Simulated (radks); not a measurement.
The numbers below are computed, except where a source is named.
Problem. All-electron atom: Te3+ in [Kr] 4d10 5s2 5p1 (the NIST ground configuration). Code: a radial shooting solver on a logarithmic mesh with Libxc functionals. Model: scalar-relativistic Kohn-Sham, PBE, spin-unpolarised, spherical densities, finite nucleus; Fermi nuclear charge, rms radius 4.7423 fm. Some entries of the table are withheld. Estimate them.

| orbital | occ. | eigenvalue (eV) | <r> (bohr) | <1/r> (bohr^-1) |
|---|---|---|---|---|
| 1s | 2 | -31658.42 | 0.02781 | 55.57 |
| 2s | 2 | -4881.314 | 0.1199 | 12.72 |
| 2p | 6 | -4385.288 | 0.1048 | 12.19 |
| 3s | 2 | (1) | 0.3221 | 4.545 |
| 3p | 6 | -835.0489 | 0.3202 | 4.323 |
| 3d | 10 | -591.1898 | (2) | 4.088 |
| 4s | 2 | -195.2607 | 0.7643 | 1.822 |
| 4p | 6 | -145.2623 | 0.8202 | 1.665 |
| 4d | 10 | -72.3398 | 0.9644 | 1.375 |
| 5s | 2 | -42.6917 | 1.920 | 0.6774 |
| 5p | 1 | -31.6077 | 2.230 | 0.5763 |
| 5d | 0 | -17.8363 | 3.104 | 0.4094 |
| 6s | 0 | -16.6436 | 4.065 | (3) |
| 4f | 0 | -11.7703 | 3.133 | 0.4252 |

Solution. 
(1) 3s eigenvalue (eV): -996.3148
(2) 3d <r> (bohr): 0.2968
(3) 6s <1/r> (bohr^-1): 0.3203
